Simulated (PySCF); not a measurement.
Question: What does the PBE0-D3(BJ)/def2-SVP structure of `C#CC[C@H](C)[SeH]` look like in three dimensions?

Answer: 
```xyz
14
C5H8Se angstrom
C      1.8154   -1.3373    1.5028
C      1.4283   -0.8655    0.4563
C      0.9368   -0.2862   -0.7876
C     -0.4726    0.3129   -0.6838
C     -0.5655    1.4405    0.3277
Se    -1.8334   -1.0773   -0.3809
H      2.1715   -1.7630    2.4223
H      0.9525   -1.0561   -1.5757
H      1.6333    0.5107   -1.1065
H     -0.7403    0.6868   -1.6849
H     -1.5794    1.8618    0.3590
H     -0.3116    1.0824    1.3371
H      0.1405    2.2480    0.0694
H     -1.1966   -1.5725    0.8500
```

Orientation and origin are arbitrary. Atoms count from 1 in this order. Of the pairs four or more bonds apart, C2···H14 is among the closest relative to their van der Waals radii: 2.75 Å, 95 % of the sum of Bondi's values. The C–C distances run from 1.211 Å (C1≡C2, drawn triple) to 1.535 Å (C3–C4, drawn single), a spread of 0.324 Å. Se6 (selenium bonded to C and H) is bent (angle 93.9°).

Bonds between heavy atoms (Å): C1≡C2 1.211, C2–C3 1.458, C3–C4 1.535, C4–C5 1.518, C4–Se6 1.969.

Level of theory: PySCF, PBE0-D3(BJ)/def2-SVP geometry optimisation, gas phase.

Point group: C1 (no symmetry element, even within 0.4 Å). No PBE0-D3(BJ)/def2-SVP frequencies stand behind this structure, so it isn't proved a minimum. One conformer, not necessarily the lowest (C2–C3–C4–C5 61°, C3–C4–Se6–H 58°).

Cost: about 1.9 min of CPU time on one thread; the machine was shared, so the figure is rough. These figures are those of the optimisation.
